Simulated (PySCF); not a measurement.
## Polarisability and C₆ of S²⁺ (sulfur, charge +2)

[Ne] 3s2 3p2, high-spin 3P determinant. All numbers are calculated (PySCF 2.14, the non-relativistic Hamiltonian (point nucleus), in dyall-av3z). Coupled (time-dependent) response in atomic units; α is the mean over directions.

```
   method  mean α (bohr³)         α xx, yy, zz  C₆ (like pair)  S(−4)
      UHF           7.465  7.713, 7.340, 7.340           27.19  20.69
      PBE           7.272  7.450, 7.182, 7.182           26.31  18.18
     PBE0           7.283  7.489, 7.180, 7.180           26.37  18.38
BHandHLYP           7.263  7.475, 7.156, 7.156           26.28  18.17
    TPSSh           7.335  7.540, 7.232, 7.232           26.79  18.75
```

S(−4) is the Cauchy moment in α(ω) = α(0) + S(−4) ω² + …

α(iu) at BHandHLYP:

```json
{"u (hartree)": "0", "α(iu) (bohr³)": "7.263"}
{"u (hartree)": "0.0500", "α(iu) (bohr³)": "7.218"}
{"u (hartree)": "0.100", "α(iu) (bohr³)": "7.086"}
{"u (hartree)": "0.200", "α(iu) (bohr³)": "6.614"}
{"u (hartree)": "0.300", "α(iu) (bohr³)": "5.967"}
{"u (hartree)": "0.500", "α(iu) (bohr³)": "4.583"}
{"u (hartree)": "0.750", "α(iu) (bohr³)": "3.189"}
{"u (hartree)": "1.00", "α(iu) (bohr³)": "2.258"}
{"u (hartree)": "1.50", "α(iu) (bohr³)": "1.254"}
{"u (hartree)": "2.00", "α(iu) (bohr³)": "0.7880"}
{"u (hartree)": "3.00", "α(iu) (bohr³)": "0.3972"}
{"u (hartree)": "5.00", "α(iu) (bohr³)": "0.1667"}
```

For an ion, C₆ is the dispersion term alone; charge-induced terms of lower order in 1/R come first.

The components differ because the open shell of this determinant is not spherical; for a pure term their mean is the scalar polarisability.
